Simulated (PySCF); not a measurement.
## From computed data to an observable: oscillator strength and radiative lifetime

BiI2, SMILES [I][Bi+][I] (connectivity only; charge and spin as stated), charge +1, multiplicity 1.

Geometry: PBE-D3(BJ)/def2-SVP. The spin state was assumed, not searched. The isomer is the one that the SMILES or the coordinates give; other isomers of the formula were not compared. The def2 effective core potentials stand for the cores of Bi, I; spin–orbit coupling is left out.

TDA-PBE0/def2-SVPD in PySCF 2.14.0 puts the first singlet state with f over 0.02 at 2.71 eV (vertical), with the transition dipole (0.000, 1.012, 0.000) in atomic units.

Find the oscillator strength, the wavelength and the radiative lifetime that this transition would have in vacuum if emission retraced absorption.


|μ|² = 1.0241 au, so |μ| = 2.57 D. ΔE = 2.71/27.211 = 0.0996 hartree. f = (2/3) ΔE |μ|² = 0.068 (the program prints 0.068).
λ = 1239.84/2.71 = 458 nm; ν = 21858 cm⁻¹.
Einstein's coefficient A = 0.6670 ν² f s⁻¹ (ν in cm⁻¹) = 2.2e7 s⁻¹, so τ = 1/A = 46 ns. This state is S3; the lower singlets have f = 0.000, 0.000. The figure is the radiative limit of this one transition; relaxation, internal conversion, crossing to triplets and a medium change what is measured.
